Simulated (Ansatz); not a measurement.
Start from `[NH2][Ga]([Cl])[O][SiH3]` and change one atom or group to get `[SiH3][O][Ga]([Cl])[Cl]`.

Ansatz, PBE0-D4/def2-TZVP geometries, multiplicity 1. Each molecule was computed in one conformer, which needn't be the lowest.

Scalar relativity is left out up to krypton.

| property | `[NH2][Ga]([Cl])[O][SiH3]` |
| --- | --- |
| LUMO energy (PBE/def2-TZVPP) / eV | -1.87 |
| HOMO energy (PBE/def2-TZVPP) / eV | -6.55 |
| size of the dipole moment (B3LYP/def2-TZVPP) / D | 2.33 |
| HOMO–LUMO gap (ωB97M-V/def2-TZVPP) / eV | 11.19 |
| size of the dipole moment (PBE/def2-TZVPP) / D | 2.41 |
| HOMO energy (ωB97M-V/def2-TZVPP) / eV | -10.35 |

Task: What does the change do to each property? (An estimate is asked.)

Result: The calculation gave: 
```
                                        property  `[SiH3][O][Ga]([Cl])[Cl]`  shift
               LUMO energy (PBE/def2-TZVPP) / eV                      -2.68  -0.81
               HOMO energy (PBE/def2-TZVPP) / eV                      -7.61  -1.06
size of the dipole moment (B3LYP/def2-TZVPP) / D                       0.56  -1.77
         HOMO–LUMO gap (ωB97M-V/def2-TZVPP) / eV                      11.51   0.32
  size of the dipole moment (PBE/def2-TZVPP) / D                       0.53  -1.88
           HOMO energy (ωB97M-V/def2-TZVPP) / eV                     -11.32  -0.97
```

With PBE0 the HOMO falls by 1.06 eV and the LUMO falls by 0.79 eV, so the gap widens by about 0.27 eV. PBE moves the HOMO by -1.06 eV and ωB97M-V by -0.97 eV. Dipoles are sizes alone; their direction can turn.

B3LYP here is the variant with VWN-RPA as its local correlation; programs differ in this.
